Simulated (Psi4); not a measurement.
C2H2F, doublet, geometry from GFN2-xTB. Base run: TPSS/6-31G (Psi4).

The Psi4 input:
```
memory 2 GB

molecule {
0 2
  C     0.03831317    0.37748676   -0.00198934
  C     1.23935301   -0.08688495   -0.03729312
  F    -1.07331666   -0.38169762    0.03330233
  H    -0.24782299    1.43729641    0.00433304
  H     2.24167587    0.25437132   -0.06835927
}

set basis 6-31g
set reference uks

energy('tpss')
print_variables()
```

The base run was repeated with changes; each row names its change, and settings that it needs were set with it.

```
change                                        ΔE vs base (mEh)  SCF cycles  grid points  basis functions
--------------------------------------------  ----------------  ----------  -----------  ---------------
base                                                     0.000          10       107901               31
cholesky_tolerance = 1e-6 (with scf_type cd)             0.022          10       107901               31
d_convergence = 1e-4                                     0.000           9       107901               31
guess = sadno                                            0.000          11       107901               31
df_basis_scf = cc-pvqz-jkfit                             0.019          10       107901               31
scf_type = dfdirj+link                                   0.000          10       107901               31
dft_nuclear_scheme = becke                               0.011          10       107545               31
scf_type = dfdirj+cosx                                   0.000          11       107901               31
level_shift = 0.3                                        0.000          10       107901               31
df_basis_scf = def2-universal-jkfit                     -0.009          10       107901               31
level_shift = 1.0                                        0.000          10       107901               31
e_convergence = 1e-10                                    0.000          12       107901               31
dft_radial_scheme = mura                                 0.000          10       109051               31
```

Open shells are given as the SCF converged; they aren't shown to be the lowest states, and a large step between rows can be another state.
